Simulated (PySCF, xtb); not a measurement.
W(O)2(Me)2 (C2H6O2W), SMILES [O]=[W]([CH3])([CH3])=[O], multiplicity 1.

Harmonic wavenumbers (cm⁻¹) from GFN2-xTB (xtb 6.7.1) at its own minimum, in rising order: 21, 85, 151, 164, 178, 187, 227, 415, 436, 503, 569, 590, 593, 823, 860, 1289, 1294, 1466, 1468, 1486, 1488, 2785, 2815, 2835, 2867, 2876, 2888.

**Question.** What does PBE-D3(BJ)/def2-SVP run with PySCF give at its own minimum? (Estimate from the structure and the level; the computed values follow.)

**Answer.** 117, 120, 151, 175, 210, 217, 319, 500, 551, 593, 618, 640, 645, 964, 993, 1154, 1163, 1335, 1345, 1351, 1357, 2948, 2950, 3050, 3051, 3067, 3067. Paired by order, the mean absolute difference is 106 cm⁻¹ and the zero-point energies are 44.8 and 46.7 kcal/mol.
